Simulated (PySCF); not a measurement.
Isomers of C2H5FGeSi, mass 149.936 u with the commonest isotopes. Computed with PBE0-D3(BJ)/def2-SVP geometry optimisation, gas phase in PySCF 2.14.0. One conformer each, none proved a minimum here; rigid rotors.

Question: Order these by rotational constant C, largest first.
A. `[CH:1]#[C:2][GeH2:3][SiH2:4][F:5]` with C2–Ge3–Si4–F5 179°
B. `[F][GeH2][C]#C[SiH3]`
C. `C([SiH2]F)#[C][GeH3]`

Answer: A (1067 MHz), B (707.5 MHz), C (579.0 MHz).

Question: Order these by dipole moment, smallest first.
A. `[CH:1]#[C:2][GeH2:3][SiH2:4][F:5]` with C2–Ge3–Si4–F5 179°
B. `F[SiH2]C#[C][GeH3]`
C. `[F][GeH2][C]#C[SiH3]`

Answer: A (1.37 D), B (1.98 D), C (2.12 D).

Question: Order these by radius of gyration √(Σ m r²/M), smallest first.
A. `[F][GeH2][C]#C[SiH3]`
B. `F[SiH2]C#[C][GeH3]`
C. `[CH:1]#[C:2][GeH2:3][SiH2:4][F:5]` with C2–Ge3–Si4–F5 179°

Answer: C (1.789 Å), A (2.192 Å), B (2.421 Å).

```
              SMILES  point group  Ia (u·Å²)  Ib (u·Å²)  Ic (u·Å²)      κ  μa (D)  μb (D)  μc (D)
  F[SiH2]C#[C][GeH3]            –      38.40     846.95     872.84  -1.00    1.65    1.09    0.00
[F][GeH2][C]#C[SiH3]            –      51.16     675.82     714.30  -0.99    0.97    1.88    0.00
  C#[C][GeH2][SiH2]F           Cs      92.77     393.15     473.53  -0.90    1.15    0.76    0.01
```
